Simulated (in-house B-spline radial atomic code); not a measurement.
# Cu⁸⁺: [Ar] 3d3

Method: non-relativistic PBE, spin-polarised, spherical fractional occupations, point nucleus. Calculated with a radial B-spline atomic code at the basis-set limit.

Z_r = [3n² - l(l+1)]/(2<r>); Z_e = n√(-2ε); the last column is Slater's effective charge. Values are occupation-weighted means over spin.

```
shell  electrons   ε (eV)  <r> (bohr)    Z_r    Z_e  Slater
   1s          2  -8944.7     0.05291  28.35  25.64   28.70
   2s          2  -1243.1      0.2384  25.17  19.12   24.85
   2p          6  -1114.6      0.2076  24.08  18.10   24.85
   3s          2  -291.67      0.6731  20.06  13.89   17.75
   3p          6  -250.47      0.6787  18.42  12.87   17.75
   3d          3  -184.03      0.6668  15.75  11.03   10.30
```

The least bound orbital is 3d up at -184 eV, while the most diffuse is 3p down (<r> = 0.6808 bohr against 0.6668 bohr): energy order and size order differ.

The density falls to 0.001 bohr⁻³ at 1.909 bohr; Σ<r²> = 6.2898 bohr² gives, by the non-relativistic formula and without the paramagnetism of open shells, a Langevin diamagnetic susceptibility of -4.981×10⁻⁶ cm³/mol.
